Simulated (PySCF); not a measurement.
# Yb⁶⁰⁺ (ytterbium, charge +60): Hartree-Fock from Schrödinger to Dirac-Coulomb-Breit

Occupied: 1s1/2, 2s1/2, 2p1/2, 2p3/2. Hartree-Fock calculated with PySCF 2.14 in an even-tempered Gaussian basis (19 s from 14 bohr⁻², ratio 2.3; 15 p from 16 bohr⁻², ratio 2.3), Gaussian nucleus throughout. NR is non-relativistic, sf-X2C the spin-free one-electron X2C Hamiltonian, X2C adds the bare one-electron spin-orbit term, X2C-SNSO screens it by Boettger's factors, DC is four-component Dirac-Coulomb, and the Gaunt and Breit terms are added at first order (total energies over the DC spinors, levels after relaxing the spinors in that mean field). QED terms are absent. Levels marked empty are virtual spinors of this ion.

```csv
Hamiltonian,E (hartree),E − E(DC) (hartree),CPU seconds
NR,-9201.2443,591.3327,0.57
sf-X2C,-9777.7150,14.8620,0.45
X2C,-9788.9099,3.6670,0.45
X2C-SNSO,-9788.2369,4.3400,0.45
DC,-9792.5770,0.0000,24
DC+Gaunt,-9780.7338,11.8432,41
DC+Breit,-9781.7617,10.8153,120
```

```json
{"level (eV)": "1s1/2", "NR": "-62214.7", "sf-X2C": "-66739.8", "X2C": "-66727.6", "X2C-SNSO": "-66728.3", "DC": "-66801.0", "DC+Gaunt": "-66604.8", "DC+Breit": "-66617.7"}
{"level (eV)": "2s1/2", "NR": "-14032.4", "sf-X2C": "-15331.2", "X2C": "-15328.2", "X2C-SNSO": "-15328.4", "DC": "-15338.5", "DC+Gaunt": "-15317.3", "DC+Breit": "-15318.7"}
{"level (eV)": "2p1/2", "NR": "-13671.3", "sf-X2C": "-14118.9", "X2C": "-14917.3", "X2C-SNSO": "-14890.8", "DC": "-14897.7", "DC+Gaunt": "-14860.3", "DC+Breit": "-14864.1"}
{"level (eV)": "2p3/2", "NR": "-13671.3", "sf-X2C": "-14118.9", "X2C": "-13792.4", "X2C-SNSO": "-13801.3", "DC": "-13808.3", "DC+Gaunt": "-13783.2", "DC+Breit": "-13787.0"}
{"level (eV)": "3s1/2 (empty)", "NR": "-5832.3", "sf-X2C": "-6242.2", "X2C": "-6241.7", "X2C-SNSO": "-6241.7", "DC": "-6244.1", "DC+Gaunt": "-6238.5", "DC+Breit": "-6239.2"}
{"level (eV)": "3p1/2 (empty)", "NR": "-5709.6", "sf-X2C": "-5890.4", "X2C": "-6102.3", "X2C-SNSO": "-6095.3", "DC": "-6097.1", "DC+Gaunt": "-6087.4", "DC+Breit": "-6088.7"}
{"level (eV)": "3p3/2 (empty)", "NR": "-5709.6", "sf-X2C": "-5890.4", "X2C": "-5802.6", "X2C-SNSO": "-5805.0", "DC": "-5806.4", "DC+Gaunt": "-5800.0", "DC+Breit": "-5801.3"}
```

```json
{"interval (eV)": "2p3/2 − 2p1/2", "X2C": "1125", "X2C-SNSO": "1090", "DC": "1089", "DC+Gaunt": "1077", "DC+Breit": "1077"}
{"interval (eV)": "3p3/2 − 3p1/2", "X2C": "299.7", "X2C-SNSO": "290.4", "DC": "290.7", "DC+Gaunt": "287.4", "DC+Breit": "287.4"}
```

Weight of the small component: 1s1/2 0.0691, 2s1/2 0.0160, 2p1/2 0.0159, 2p3/2 0.0147, 3s1/2 0.00631, 3p1/2 0.00625, 3p3/2 0.00592.

Koopmans' value for the highest occupied level at DC+Breit: 13787.0 eV, against an ionisation energy of 13784 ± 10 eV (theoretical estimate listed by NIST; NIST Atomic Spectra Database, ionization energies); the former lacks relaxation, correlation, QED and recoil.

The whole ladder took 190 s of wall time on 1 thread of Neoverse-N1 (shared host), launched as `OMP_NUM_THREADS=1 python relrun2.py TASK.json OUT` (a driver that calls PySCF for each Hamiltonian).
